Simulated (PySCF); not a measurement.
F2Y, charge +1, singlet, at a GFN2-xTB geometry (such geometries of metal compounds can be far from the true shape) (the multiplicity is a formal guess) (core potentials on Y). Base run: BLYP/def2-SV(P) (PySCF).

Input for PySCF:
```python
from pyscf import gto, scf, dft

mol = gto.Mole()
mol.atom = '''
    Y     0.41674306    0.24807225    0.09704500
    F    -1.25593416    0.46747881   -1.26336689
    F    -0.54995243   -1.54245858    0.84283855
'''
mol.basis = 'def2-sv(p)'
mol.ecp = {'Y': 'def2-sv(p)'}
mol.charge = 1
mol.verbose = 4
mol.build()

mf = dft.RKS(mol)
mf.xc = 'blyp'
mf.kernel()
```

Each row names what was changed in the base input (with any setting that the change needs).

| change | ΔE vs base (mEh) | fitting functions | outcome |
|---|---|---|---|
| base | 0.000 | - | converged |
| auxbasis = even-tempered beta=2.0 | ___ | ___ | converged |
| auxbasis = even-tempered beta=1.6 | -0.010 | 607 | converged |
| auxbasis = cc-pvtz-ri | - | - | input refused |
| auxbasis = default (with mf = mf.density_fit()) | -0.112 | 187 | converged |
| auxbasis = def2-universal-jfit | -0.112 | 187 | converged |
| auxbasis = cc-pvdz-jkfit | - | - | input refused |
| auxbasis = def2-svp-ri | - | - | input refused |
| auxbasis = def2-universal-jkfit | -0.038 | 409 | converged |
| auxbasis = def2-tzvp-ri | - | - | input refused |

Task: What belongs in the gaps?

Result: 
- auxbasis = even-tempered beta=2.0, ΔE vs base (mEh): -0.544
- auxbasis = even-tempered beta=2.0, fitting functions: 417

A fitting set is made for a task (jfit for Coulomb, jkfit for Coulomb and exchange, ri for correlation) and for a family of orbital bases.

- auxbasis = cc-pvtz-ri: ended with `pyscf.lib.exceptions.BasisNotFoundError: Basis set not found for Y in cc-pvtz-ri`
- auxbasis = cc-pvdz-jkfit: ended with `pyscf.lib.exceptions.BasisNotFoundError: Basis set not found for Y in cc-pvdz-jkfit`
- auxbasis = def2-svp-ri: ended with `pyscf.lib.exceptions.BasisNotFoundError: Basis set not found for Y in def2-svp-ri`
